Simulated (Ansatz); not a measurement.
Reaction (ligand exchange at the Al–N bond): `C=C=C=[N][AlH2]` + `OC[SiH](F)F` → `F[SiH](F)C[O][AlH2]` + `C=C=C=N`

Isolated molecules relaxed with PBE0-D4/def2-TZVP in Ansatz; ΔE leaves out vibrations. CCSD(T)/CBS adds triple-zeta CCSD(T) − MP2 to the extrapolated MP2 energy (def2 sets, frozen cores). Functionals use def2-TZVPP. B3LYP here is the variant with VWN-RPA as its local correlation; programs differ in this. Each species was taken in one conformer, which may not be the lowest.

`C=C=C=[N][AlH2]`:

```xyz
9

C     0.771   -2.498    0.812
C     0.416   -1.298    0.423
C     0.050   -0.134    0.045
N    -0.291    0.968   -0.313
Al   -0.797    2.573   -0.836
H     0.038   -3.261    1.073
H     1.816   -2.793    0.894
H    -0.988    3.662    0.287
H    -1.015    2.782   -2.384
```

`OC[SiH](F)F`:

```xyz
9

O     0.885    1.395   -0.581
C     0.885    0.060   -0.098
Si   -0.841   -0.614    0.130
F    -1.573   -0.801   -1.265
F    -1.658    0.494    0.933
H     0.354    1.937    0.009
H     1.452   -0.037    0.841
H     1.420   -0.543   -0.838
H    -0.925   -1.891    0.869
```

`F[SiH](F)C[O][AlH2]`:

Z-matrix (Å, degrees):
```
Si
F 1 1.587
C 1 1.866 2 110.2
F 1 1.591 2 107.1 3 119.5
H 1 1.478 2 107.9 3 -123.5
O 3 1.408 1 107.7 2 -67.3
H 3 1.100 1 109.9 2 169.7
H 3 1.097 1 110.1 2 52.8
Al 6 1.694 3 133.9 1 -119.0
H 9 1.583 6 117.7 3 -0.4
H 9 1.574 6 116.0 3 179.3
```

`C=C=C=N`:

```xyz
7

C     0.109    1.342    0.777
C     0.074    0.256    0.047
C     0.011   -0.822   -0.624
N     0.028   -1.798   -1.375
H     0.628    2.238    0.442
H    -0.378    1.396    1.749
H    -0.472   -2.612   -1.017
```

```csv
level,ΔE (kcal/mol),difference from CCSD(T)/CBS
PBE-D4,-4.8,1.8
r2SCAN-D4,-5.1,1.5
B3LYP-D4,-5.8,0.8
PBE0,-4.6,2.0
SCS-MP2/def2-TZVPP,-6.0,0.6
CCSD(T)/def2-TZVPP,-6.7,-0.1
HF/def2-QZVPP,-6.3,0.3
MP2/def2-QZVPP,-5.2,1.4
HF/CBS(def2),-6.3,0.3
CCSD/CBS(def2),-6.8,-0.2
CCSD(T)/CBS,-6.6,0
```

Largest T1 diagnostic among the species: 0.016.
